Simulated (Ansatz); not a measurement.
A run on `C[BH-](C)[OH2+]` with other settings.

```yaml
crystal:
  periodic: [false, false, false]
  atoms:
    - {symbol: C, position_ang: [-0.909604, 0.756211, -0.969591]}
    - {symbol: B, position_ang: [-0.067674, -0.421102, -0.307791]}
    - {symbol: C, position_ang: [1.413594, -0.076096, 0.183509]}
    - {symbol: O, position_ang: [-0.949433, -0.719913, 1.185489]}
    - {symbol: H, position_ang: [-1.957939, 0.497244, -1.144761]}
    - {symbol: H, position_ang: [-0.883176, 1.691151, -0.393098]}
    - {symbol: H, position_ang: [-0.478784, 0.995843, -1.947945]}
    - {symbol: H, position_ang: [-0.198789, -1.515423, -0.812785]}
    - {symbol: H, position_ang: [2.051261, 0.075163, -0.694746]}
    - {symbol: H, position_ang: [1.893634, -0.873009, 0.764835]}
    - {symbol: H, position_ang: [1.478286, 0.851838, 0.767714]}
    - {symbol: H, position_ang: [-0.914494, 0.091136, 1.707778]}
    - {symbol: H, position_ang: [-0.456482, -1.387845, 1.676292]}
basis:
  gaussian: {orbitals: "6-31++G**", fitting: {mean_field: cc-pVTZ-jkfit}, final_grid: {core_spheres: 8, valence_spheres: 7, degree: 23}}
hamiltonian: {xc: {name: LC-wPBE}}
accuracy: high
```

```sh
$ ansatz run in.yaml --threads 2 --pin off --events-out ev --progress --plain --max-ram 32768MiB --backend cpu
```

Shortened log:

```
Functional definition: LC-wPBE
586 factors; integrals over basis functions are off by at most 1.3e-1 eV
586 factors; integrals over basis functions are off by at most 1.8e-3 eV
mean field evaluation 1: about -4934.0774 eV, gradient 6.0e1 eV
mean field evaluation 2: about -4937.9074 eV, gradient 4.6e1 eV
mean field evaluation 4: about -4942.0097 eV, gradient 2.2e0 eV
mean field evaluation 8: about -4942.0243 eV, gradient 5.4e-2 eV
mean field evaluation 16: about -4942.0243 eV, gradient 5.9e-6 eV
mean field -4942.02427706 eV, -181.6160423577 hartree, gradient 4.9e-8 eV, S^2 0.000000; 0 other end points of the search recorded, 0 dependent functions left out
reference -4942.02427706 eV, -181.6160423577 hartree; 17, 17 occupied and 113, 113 virtual orbitals, 586 factors
Total energy: -4942.02427706 eV, -181.6160423577 hartree
```

Run time 2.3 s (2 threads of a server CPU on a shared host); peak host memory 0.44 GiB.
